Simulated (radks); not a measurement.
Isoelectronic series with 13 electrons, all held in the configuration [Ne] 3s2 3p1, which need not be the ground one along the series. Method: scalar-relativistic Kohn-Sham, PBE, spin-polarised, spherical densities, point nucleus; open shells are filled with parallel spins first (spin-orbit coupling, left out, can overturn this in heavy ions); computed with a radial shooting solver on a logarithmic mesh with Libxc functionals. Total energies (hartree) and mean radii <r> (bohr) (* marks an orbital that is empty in some or all of the ions):

ion    E (hartree)  3p down*   3p up  3s down
Tm56+  -10118.9196    0.1965  0.1964   0.2013
Yb57+  -10446.0101    0.1931  0.1931   0.1977
Lu58+  -10779.3605    0.1899  0.1898   0.1942
Hf59+  -11119.0497    0.1867  0.1866   0.1907
Ta60+  -11465.1596    0.1836  0.1836   0.1874
W61+   -11817.7752    0.1806  0.1806   0.1842
Re62+  -12176.9848    0.1778  0.1777   0.1810
Os63+  -12542.8801    0.1749  0.1749   0.1780
Ir64+  -12915.5566    0.1722  0.1721   0.1750
Pt65+  -13295.1136    0.1695  0.1695   0.1721
Au66+  -13681.6544    0.1669  0.1669   0.1692
